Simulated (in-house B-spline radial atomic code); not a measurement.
Eu⁺. Computed with a B-spline radial atomic code. Model: all-electron spherical atom, spin shells full or empty, radial basis limit, no spin-orbit coupling, Breit or QED, empty-state partial waves extrapolated as (l+1/2)^-4, RPA, G0W0 and static COHSEX of the highest shell as one setting changes (uncorrelated shells keep exact exchange).

In a row where one electron alone is correlated, RPA and GW hold only self-correlation.

Without the two-electron picture change, core correlation of heavy ions comes too large.

Given: element Eu; charge 1; filled core Xe; hamiltonian one-electron scalar X2C; mean-field start r2SCAN; highest l of empty states 9; nuclear rms radius 5.1115 fm; highest mean-field shell 6s up.

Shell: 4f 7 0, 6s 1 0 (electrons up and down).

| lowest nl shells left uncorrelated | RPA correlation energy (hartree) | G0W0 level (eV) | G0W0 minus most complete (meV) | COHSEX level (eV) |
| --- | --- | --- | --- | --- |
| 0 | -5.2492 | -11.74 | 0 | -13.302 |
| 1 | -5.0525 | -11.739 | 0 | -13.302 |
| 2 | -4.851 | -11.74 | -0.4 | -13.303 |
| 3 | -4.2697 | -11.739 | 0 | -13.302 |
| 4 | -4.0823 | -11.741 | -1.8 | -13.306 |
| 5 | -3.516 | -11.74 | -0.9 | -13.305 |
| 6 | -2.5893 | -11.734 | 5.2 | -13.295 |
| 7 | -2.4164 | -11.744 | -4.3 | -13.318 |
| 8 | ? | ? | ? | ? |
| 9 | -0.95814 | -11.703 | 36 | -13.266 |
| 10 | -0.80524 | -11.714 | 25.4 | -13.298 |
| 11 | ? | ? | ? | ? |
| 12 | -0.019462 | -11.14 | 599.8 | -12.367 |

(1) What follows for lowest nl shells left uncorrelated = 11?

(2) What follows for lowest nl shells left uncorrelated = 8?

## Answers

(1) RPA correlation energy -0.33981 hartree; G0W0 level -11.401 eV; G0W0 minus most complete 338.5 meV; COHSEX level -12.981 eV.

(2) RPA correlation energy -1.8997 hartree; G0W0 level -11.74 eV; G0W0 minus most complete -0.6 meV; COHSEX level -13.321 eV.
